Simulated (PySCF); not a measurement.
2-pyrimidin-2-yl-1,3,4-oxadiazole (C6H4N4O), SMILES c1nnc(o1)-c1ncccn1.

The structure is a stationary point at ωB97X-D3(BJ)/def2-SVP. Other conformers were not sampled.

The numbers are results of TDA-LC-ωPBE/def2-SVPD (PySCF 2.14.0), not measurements.

Vertical excitations. The molecule is in vacuum. State labels are in the subgroup Cs.

```json
[
 {"state": "S1", "symmetry": "A\"", "energy (eV)": "4.58", "λ (nm)": "271", "f": "0.000", "main pairs": "HOMO−1→LUMO 93 %"},
 {"state": "S2", "symmetry": "A\"", "energy (eV)": "4.72", "λ (nm)": "263", "f": "0.007", "main pairs": "HOMO−1→LUMO+1 92 %"},
 {"state": "S3", "symmetry": "A\"", "energy (eV)": "5.58", "λ (nm)": "222", "f": "0.001", "main pairs": "HOMO−2→LUMO 76 %"},
 {"state": "S4", "symmetry": "A'", "energy (eV)": "5.79", "λ (nm)": "214", "f": "0.027", "main pairs": "HOMO→LUMO+1 54 %, HOMO−5→LUMO 27 %, HOMO−3→LUMO+1 14 %"},
 {"state": "S5", "symmetry": "A'", "energy (eV)": "5.96", "λ (nm)": "208", "f": "0.726", "main pairs": "HOMO→LUMO 92 %"},
 {"state": "S6", "symmetry": "A\"", "energy (eV)": "6.22", "λ (nm)": "199", "f": "0.007", "main pairs": "HOMO−4→LUMO 86 %"},
 {"state": "T1", "symmetry": "A'", "energy (eV)": "3.79", "λ (nm)": "327", "f": "0", "main pairs": "HOMO→LUMO 78 %"},
 {"state": "T2", "symmetry": "A\"", "energy (eV)": "4.05", "λ (nm)": "306", "f": "0", "main pairs": "HOMO−1→LUMO+1 80 %"}
]
```
Triplets are in the Tamm–Dancoff approximation.
